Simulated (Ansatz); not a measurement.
Abridged output of a molecular run in Ansatz:

```
Functional definition: HF
1147 factors; integrals over basis functions are off by at most 8.4e-4 eV
mean field evaluation 1: about -51399.6597 eV, gradient 5.0e1 eV
mean field evaluation 2: about -51399.8961 eV, gradient 5.0e1 eV
mean field evaluation 4: about -51404.5904 eV, gradient 5.8e0 eV
mean field evaluation 8: about -51404.6450 eV, gradient 4.9e-1 eV
mean field -51404.64596396 eV, -1889.0858958551 hartree, gradient 1.8e-6 eV, S^2 0.000000; 0 other end points of the search recorded, 0 dependent functions left out
11 core orbitals not correlated: weight in the atoms' cores, before any rotation towards them, 1.000 or more for the frozen orbitals, at most 0.000 for the correlated occupied ones
reference -51404.64596396 eV, -1889.0858958551 hartree; 13, 13 occupied and 158, 158 virtual orbitals, 1147 factors
second order -26.05885405 eV of doubles, -0.00000000 eV of singles
cycle   1  -24.23958045 eV  change     1.8e0 eV  update   1.3e-1
cycle   2  -24.94128610 eV  change   -7.0e-1 eV  update   5.1e-2
cycle   3  -25.09864073 eV  change   -1.6e-1 eV  update   2.1e-2
cycle   4  -25.07770989 eV  change    2.1e-2 eV  update   7.6e-3
cycle   5  -25.06626260 eV  change    1.1e-2 eV  update   2.8e-3
cycle   6  -25.06821017 eV  change   -1.9e-3 eV  update   1.1e-3
cycle   7  -25.06794317 eV  change    2.7e-4 eV  update   3.8e-4
cycle   8  -25.06744498 eV  change    5.0e-4 eV  update   1.4e-4
cycle   9  -25.06756051 eV  change   -1.2e-4 eV  update   6.3e-5
cycle  10  -25.06758819 eV  change   -2.8e-5 eV  update   2.5e-5
perturbative correction -0.87826521 eV, -0.0322756511 hartree
Total energy: -51430.59181736 eV, -1890.0393883810 hartree
```

Its atoms:

Cartesian coordinates in Å:
```
N 0.262 -1.672 -0.654
Zn 0.050 0.008 -0.012
N 0.015 1.716 0.589
H -0.390 -2.379 -0.347
H 0.406 -1.783 -1.648
H 0.538 1.933 1.426
H -0.881 2.177 0.647
```

Question: Which basis set was used?
A. cc-pV(Q+d)Z
B. def2-QZVPP
C. def2-TZVPP
D. def2-SVPD

Answer: C. It gives 182 functions.

Question: Write the keys of the input that set method, charge and spin (a neutral closed shell needs none for the last two).

Answer: 
```yaml
correlation: {method: ccsd_t, frozen_orbitals: {H: 0, "N": 1, Zn: 9}}
```
